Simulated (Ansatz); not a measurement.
`[F][Sn]([F])([SeH])[SeH]` → `[F][Sn][F]` + `[SeH][SeH]` at 298.15 K and 1 bar (stannylene formation by 1,1-elimination).

Isolated molecules relaxed with PBE0-D4/def2-TZVP in Ansatz; ΔE leaves out vibrations. CCSD(T)/CBS is the MP2 limit (def2-TZVPP, def2-QZVPP) plus CCSD(T) − MP2 in def2-TZVPP, frozen cores. def2 core potentials past Kr. For Se, Sn outer-core shells are correlated without core-valence functions, which leaves a few kJ/mol of doubt a bond. Scalar relativity is left out up to krypton. One conformer a species, not always the lowest.

| species | CCSD(T)/CBS energy (Eh) | H − E (kJ/mol) | S (J/(mol·K)) |
| --- | --- | --- | --- |
| `[F][Sn]([F])([SeH])[SeH]` | -5216.35667 | 79.2 | 424.4 |
| `[F][Sn][F]` | -413.70076 | 20.6 | 281.9 |
| `[SeH][SeH]` | -4802.61264 | 54.2 | 278.2 |

H − E and S are ideal-gas, rigid-rotor, harmonic terms from PBE0-D4/def2-TZVP, for one conformer and one mirror image of each species. 1 Eh = 2625.50 kJ/mol, R = 8.31446 J/(mol·K).

**Question.** By hand: ΔE, ΔH, ΔS and ΔG.

**Answer.** ΔE = (-413.70076) + (-4802.61264) − (-5216.35667) = 0.04327 Eh = 113.6 kJ/mol. Δ(H − E) = 20.6 + 54.2 − 79.2 = -4.4, so ΔH = 109.2 kJ/mol. ΔS = 281.9 + 278.2 − 424.4 = 135.7 J/(mol·K). ΔG = 109.2 − 298.15 × (135.7)/1000 = 68.7 kJ/mol.

**Question.** By hand: the equilibrium constant, and the temperature at which ΔG would vanish if ΔH and ΔS stayed fixed.

**Answer.** log₁₀ K = −ΔG/(RT ln 10) = -12.0. ΔG = 0 at ΔH/ΔS = 805 K.

The number of gas molecules changes by +1, which sets the sign of ΔS. A doubt of 5 kJ/mol in ΔE shifts log₁₀ K by 0.9 here. Other conformers and mirror images would add mixing entropy, several J/(mol·K) or more a flexible species. Modes under 60 cm⁻¹, often nearly free rotors, make the harmonic entropy too high. These are equilibria of isolated gas molecules and say nothing of rates. Largest T1 diagnostic: 0.017 (customary marks: 0.02 for closed shells, 0.045 for open ones).
